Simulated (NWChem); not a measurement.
System: benzothiadiazole (C6H4N2S); SMILES c1ccc2nsnc2c1

Here is an NWChem input.

```
start job
memory heap 200 mb stack 900 mb global 1100 mb
geometry units angstroms noautoz
  C      0.000000     0.714953     2.403119
  C      0.000000    -0.714953     2.403119
  C      0.000000    -1.437995     1.239384
  C      0.000000    -0.724234     0.008436
  N      0.000000    -1.249138    -1.217906
  S      0.000000     0.000000    -2.256763
  N      0.000000     1.249138    -1.217906
  C      0.000000     0.724234     0.008436
  C      0.000000     1.437995     1.239384
  H      0.000000     1.238048     3.362517
  H      0.000000    -1.238048     3.362517
  H      0.000000    -2.528928     1.230688
  H      0.000000     2.528928     1.230688
end
basis spherical
  * library 6-31g*
end
dft
  xc b3lyp
  iterations 150
  mulliken
end
task dft energy
```

NWChem printed, in part:

```
             Northwest Computational Chemistry Package (NWChem) 7.3.0
             --------------------------------------------------------

 C2V symmetry detected

                             Geometry "geometry" -> ""
                             -------------------------

 Output coordinates in angstroms (scale by  1.889725989 to convert to a.u.)

  No.       Tag          Charge          X              Y              Z
 ---- ---------------- ---------- -------------- -------------- --------------
    1 C                    6.0000     0.00000000     0.71495300     2.40542206
    2 C                    6.0000     0.00000000    -0.71495300     2.40542206
    3 C                    6.0000     0.00000000    -1.43799500     1.24168706
    4 C                    6.0000     0.00000000    -0.72423400     0.01073906
    5 N                    7.0000     0.00000000    -1.24913800    -1.21560294
    6 S                   16.0000     0.00000000     0.00000000    -2.25445994
    7 N                    7.0000     0.00000000     1.24913800    -1.21560294
    8 C                    6.0000     0.00000000     0.72423400     0.01073906
    9 C                    6.0000     0.00000000     1.43799500     1.24168706
   10 H                    1.0000     0.00000000     1.23804800     3.36482006
   11 H                    1.0000     0.00000000    -1.23804800     3.36482006
   12 H                    1.0000     0.00000000    -2.52892800     1.23299106
   13 H                    1.0000     0.00000000     2.52892800     1.23299106

 Effective nuclear repulsion energy (a.u.)     477.4789976098

      Symmetry information
      --------------------

 Group name             C2v
 Group number             16
 Group order               4
 No. of unique centers     7

                                 NWChem DFT Module
                                 -----------------

 Summary of "ao basis" -> "ao basis" (spherical)
 ------------------------------------------------------------------------------
       Tag                 Description            Shells   Functions and Types
 ---------------- ------------------------------  ------  ---------------------
 C                           6-31g*                  6       14   3s2p1d
 N                           6-31g*                  6       14   3s2p1d
 S                           6-31g*                  8       18   4s3p1d
 H                           6-31g*                  2        2   2s

      Symmetry analysis of basis
      --------------------------

        a1         53
        a2         17
        b1         20
        b2         48

            General Information
            -------------------
          SCF calculation type: DFT
          Wavefunction type:  closed shell.
          No. of atoms     :    13
          No. of electrons :    70
           Alpha electrons :    35
            Beta electrons :    35
          Charge           :     0
          Spin multiplicity:     1
          Use of symmetry is: on ; symmetry adaption is: on
          Maximum number of iterations: 150
          AO basis - number of functions:   138
                     number of shells:    64
          Convergence on energy requested:  1.00D-06
          Convergence on density requested:  1.00D-05
          Convergence on gradient requested:  5.00D-04

              XC Information
              --------------
                         B3LYP Method XC Potential
                     Hartree-Fock (Exact) Exchange  0.200
                        Slater Exchange Functional  0.800 local
                    Becke 1988 Exchange Functional  0.720 non-local
              Lee-Yang-Parr Correlation Functional  0.810
                  VWN I RPA Correlation Functional  0.190 local

             Grid Information
             ----------------
          Grid used for XC integration:  medium
          Radial quadrature: Mura-Knowles
          Angular quadrature: Lebedev.
          Tag              B.-S. Rad. Rad. Pts. Rad. Cut. Ang. Pts.
          ---              ---------- --------- --------- ---------
          C                   0.70       49          12.0       434
          N                   0.65       49          12.0       434
          S                   1.00       88          13.0       590
          H                   0.35       45          13.0       434
          Grid pruning is: on
          Number of quadrature shells:   374
          Spatial weights used:  Erf1

      Superposition of Atomic Density Guess
      -------------------------------------

 Sum of atomic energies:        -733.99761249

      Non-variational initial energy
      ------------------------------

 Total energy =    -739.776297
 1-e energy   =   -1952.595361
 2-e energy   =     735.340067
 HOMO         =      -0.254902
 LUMO         =      -0.075438

      Symmetry analysis of molecular orbitals - initial
      -------------------------------------------------

  Numbering of irreducible representations:

     1 a1          2 a2          3 b1          4 b2

  Orbital symmetries:

     1 a1          2 a1          3 b2          4 a1          5 b2
     6 a1          7 b2          8 a1          9 b2         10 a1
    11 b2         12 a1         13 b1         14 a1         15 a1
    16 b2         17 b2         18 a1         19 a1         20 b2
    21 a1         22 b2         23 a1         24 a1         25 b1
    26 b2         27 a1         28 b1         29 b2         30 a1
    31 a2         32 b2         33 a1         34 b1         35 a2
    36 b1         37 b1         38 a2         39 b2         40 a1
    41 a1         42 b2         43 a2         44 b2         45 a1

     ---------------------------------------------
      Total Density - Mulliken Population Analysis
     ---------------------------------------------

    Atom       Charge   Shell Charges
 -----------   ------   -------------------------------------------------------
    1 C    6     6.23   2.00  0.74  1.92  0.54  0.99  0.04
    2 C    6     6.23   2.00  0.74  1.92  0.54  0.99  0.04
    3 C    6     6.20   2.00  0.74  1.94  0.51  0.98  0.04
    4 C    6     5.73   2.00  0.73  1.82  0.41  0.72  0.06
    5 N    7     7.67   2.00  0.85  2.33  0.93  1.53  0.04
    6 S   16    15.18   2.00  2.00  5.97  1.31  2.53  0.46  0.79  0.12
    7 N    7     7.67   2.00  0.85  2.33  0.93  1.53  0.04
    8 C    6     5.73   2.00  0.73  1.82  0.41  0.72  0.06
    9 C    6     6.20   2.00  0.74  1.94  0.51  0.98  0.04
   10 H    1     0.79   0.47  0.32
   11 H    1     0.79   0.47  0.32
   12 H    1     0.79   0.47  0.32
   13 H    1     0.79   0.47  0.32

   convergence    iter        energy       DeltaE   RMS-Dens  Diis-err
 ---------------- ----- ----------------- --------- --------- ---------
 d= 0,ls=0.0,diis     1   -738.5986807843 -1.22D+03  9.17D-03  8.88D-01
 d= 0,ls=0.0,diis     2   -738.6594375306 -6.08D-02  5.56D-03  3.56D-01
 d= 0,ls=0.0,diis     3   -738.6911480540 -3.17D-02  2.19D-03  1.16D-01
 d= 0,ls=0.0,diis     4   -738.7050147763 -1.39D-02  6.06D-04  9.37D-03
 d= 0,ls=0.0,diis     5   -738.7061641266 -1.15D-03  1.52D-04  6.11D-04
  Resetting Diis
 d= 0,ls=0.0,diis     6   -738.7062300781 -6.60D-05  6.78D-05  7.94D-05
 d= 0,ls=0.0,diis     7   -738.7062398689 -9.79D-06  5.57D-05  1.06D-05
 d= 0,ls=0.0,diis     8   -738.7062357857  4.08D-06  3.62D-05  3.96D-05
 d= 0,ls=0.0,diis     9   -738.7062414334 -5.65D-06  2.84D-06  2.22D-07
 d= 0,ls=0.0,diis    10   -738.7062414584 -2.50D-08  9.23D-07  1.83D-08

         Total DFT energy =     -738.706241458379
      One electron energy =    -1956.833570881476
           Coulomb energy =      814.284324976639
    Exchange-Corr. energy =      -73.635993163297
 Nuclear repulsion energy =      477.478997609754

 Numeric. integr. density =       70.000015115852

                  Occupations of the irreducible representations
                  ----------------------------------------------

                     irrep           alpha         beta
                     --------     --------     --------
                     a1               17.0         17.0
                     a2                2.0          2.0
                     b1                4.0          4.0
                     b2               12.0         12.0

                       DFT Final Molecular Orbital Analysis
                       ------------------------------------

 Vector   33  Occ=2.000000D+00  E=-2.989437D-01  Symmetry=b2
              MO Center=  1.9D-15, -4.0D-14, -1.2D+00, r^2= 3.0D+00
   Bfn.  Coefficient  Atom+Function         Bfn.  Coefficient  Atom+Function
  ----- ------------  ---------------      ----- ------------  ---------------
    60      0.417128   5 N  py               92      0.417128   7 N  py
    64      0.286989   5 N  py               96      0.286989   7 N  py
    78     -0.213398   6 S  py               48      0.165394   4 C  s
   108     -0.165394   8 C  s                50      0.118169   4 C  py
   110      0.118169   8 C  py               58     -0.113127   5 N  s

 Vector   34  Occ=2.000000D+00  E=-2.650147D-01  Symmetry=b1
              MO Center= -7.4D-16,  9.6D-15, -2.0D-02, r^2= 5.1D+00
   Bfn.  Coefficient  Atom+Function         Bfn.  Coefficient  Atom+Function
  ----- ------------  ---------------      ----- ------------  ---------------
    77      0.464260   6 S  px               45     -0.258037   4 C  px
   105     -0.258037   8 C  px               81      0.243370   6 S  px
     3      0.234598   1 C  px               17      0.234598   2 C  px
    49     -0.178168   4 C  px              109     -0.178168   8 C  px
    73     -0.170379   6 S  px                7      0.168052   1 C  px

[...]
```

Level: B3LYP/6-31G* (spherical d). Structure relaxed at the PBE0/def2-SVP level. No frequency run checked for a minimum.
